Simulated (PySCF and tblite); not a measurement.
The numbers below are computed, except where a source is named.
Stationary points of C$_{7}$H$_{9}$Cl at GFN2-xTB, in Å:

Structure A

```
 1 C     2.324    1.254    1.285
 2 C     1.874    0.364    0.623
 3 C     1.319   -0.728   -0.144
 4 Cl    0.828   -2.033    1.014
 5 C     0.197   -0.263   -1.053
 6 C    -1.124   -0.966   -1.165
 7 C    -1.060    0.406   -0.564
 8 C    -1.338    0.622    0.901
 9 H     2.723    2.043    1.850
10 H     2.108   -1.188   -0.749
11 H     0.610    0.132   -1.976
12 H    -1.551   -1.096   -2.148
13 H    -1.306   -1.794   -0.499
14 H    -1.417    1.221   -1.185
15 H    -2.406    0.765    1.058
16 H    -1.016   -0.229    1.493
17 H    -0.815    1.507    1.258
```

Structure B

```
 1 C     3.522    0.190   -0.011
 2 C     2.370    0.128    0.308
 3 C     0.982    0.100    0.699
 4 Cl    0.788    1.161    2.167
 5 C     0.084    0.603   -0.399
 6 C    -0.481   -0.364   -1.404
 7 C    -1.390    0.295   -0.413
 8 C    -2.046   -0.504    0.686
 9 H     4.532    0.224   -0.295
10 H     0.702   -0.903    1.028
11 H     0.384    1.577   -0.767
12 H    -0.514   -0.063   -2.440
13 H    -0.261   -1.412   -1.266
14 H    -2.021    1.092   -0.789
15 H    -3.055   -0.781    0.389
16 H    -1.495   -1.417    0.898
17 H    -2.107    0.085    1.600
```

Structure C

```
 1 C     3.316    1.107    0.533
 2 C     2.391    0.362    0.386
 3 C     1.252   -0.520    0.258
 4 Cl    0.693   -0.885    1.942
 5 C     0.214    0.088   -0.668
 6 C    -0.847   -0.747   -1.329
 7 C    -1.247    0.377   -0.423
 8 C    -2.003    0.112    0.853
 9 H     4.136    1.752    0.643
10 H     1.582   -1.489   -0.136
11 H     0.695    0.820   -1.312
12 H    -0.992   -0.662   -2.396
13 H    -0.984   -1.749   -0.950
14 H    -1.587    1.283   -0.914
15 H    -3.070    0.227    0.662
16 H    -1.830   -0.895    1.220
17 H    -1.719    0.821    1.629
```

The path came from a restrained scan, a climbing-image band and a saddle search at GFN2-xTB; energies are B3LYP/pcSseg-1 + D3(BJ), IEF-PCM cyclohexane//GFN2-xTB, thermal terms GFN2-xTB.

Question: Which structure is a saddle point, and along which motion?

Answer: C: one imaginary mode (53i cm⁻¹ at GFN2-xTB, mostly on C8, Cl4, C1), along the rotation about the C3–C5 bond (torsion C2–C3–C5–C6 from 91° to 227°, rising).

Question: Give their symmetry and energies above the lowest.

Answer: A C1, 3.3 kcal/mol; B C1, 0.0 kcal/mol; C C1, 8.1 kcal/mol.
